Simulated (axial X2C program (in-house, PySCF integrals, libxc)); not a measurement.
# RuTe⁺: from the spin-free to the two-component result

All values were computed with an axial X2C code built on PySCF integrals. Spin-free means the one-electron spin-free X2C Hamiltonian; two-component (2c) means X2C with spin–orbit coupling and atomic mean-field two-electron Coulomb and Gaunt terms, so the difference of the two also holds small scalar two-electron terms. Basis: Te dyall-cv3z [11s12p8d4f1g], Ru dyall-cv3z [12s12p8d5f3g] (cores contracted in-house); Gaussian nuclei, density fitting, unrestricted open shells. Masses: Te 129.906 u, Ru 101.904 u.

Spin-free state: M_S = 5/2, Λ = 0 (beyond evenly filled blocks: σα, π+α, π-α, δ+α, δ-α); fragments Te + Ru+.

| level | Re (Å) | ωe (cm⁻¹) | De (eV) | μ (D) |
| --- | --- | --- | --- | --- |
| HF | 2.721 | 141.9 | 1.098 | 4.16 |
| MP2 | 2.461 | 230.8 | 2.318 | n/a |
| CCSD | 2.494 | 225.4 | 2.258 | n/a |
| CCSD(T) | 2.477 | 239.4 | 2.408 | n/a |

Correlated methods: 13 electrons correlated (number of frozen shells: Te 4 s, 3 p, 2 d; Ru 4 s, 3 p, 1 d), 341 virtual spin orbitals or spinors in MP2, 90 natural virtuals in coupled cluster.

Dipoles are positive if Ru is the positive end and refer to the centre of mass.

Two-component determinant lowest at the distance of the search:

Ω = 5/2 (⟨Sz⟩ = 2.43, ⟨Lz⟩ = 0.07 at HF); fragments Te + Ru+.

```tsv
level	Re (Å)	ωe (cm⁻¹)	μ (D)
HF	2.738	136.4	4.23
MP2	2.470	224.6	n/a
CCSD	2.501	220.2	n/a
CCSD(T)	2.483	234.4	n/a
```

From the two tables, how do the constants change at the CCSD(T) level (2c against spin-free)?

At the CCSD(T) level Re rises by 0.006 Å and ωe decreases by 5.0 cm⁻¹.

The state is one determinant whose occupation by symmetry is held fixed; it was picked as the lowest of a PBE0 search that is not exhaustive. Dissociation energies refer to the lowest single-determinant-based atoms at the same level and basis. De is not given where an atomic determinant may have missed its ground term or J level, or where the truncated virtual space spoils (T). Coupled cluster ran in a truncated set of natural virtual spinors; the MP2 energy of the rest was added. (T) has no such correction and the atoms are truncated less, which lowers De at CCSD(T) by a hundredth of an eV or more. PBE0 can misorder states that lie within some tenths of an eV, so this need not be the ground state of the molecule. The nearest other spin-free determinant of the search, M_S = 3/2, Λ = 3, lies 0.57 eV up at the distance of the search. With several unpaired electrons one determinant need not be a pure state. This is the top spin component of a Σ state; components of lower Ω are not single determinants and can lie lower. The T1 diagnostic is large, a sign of multireference character. With the outer-core shells frozen, correlated bond lengths of heavy atoms tend to come out a few hundredths of an ångström too long.
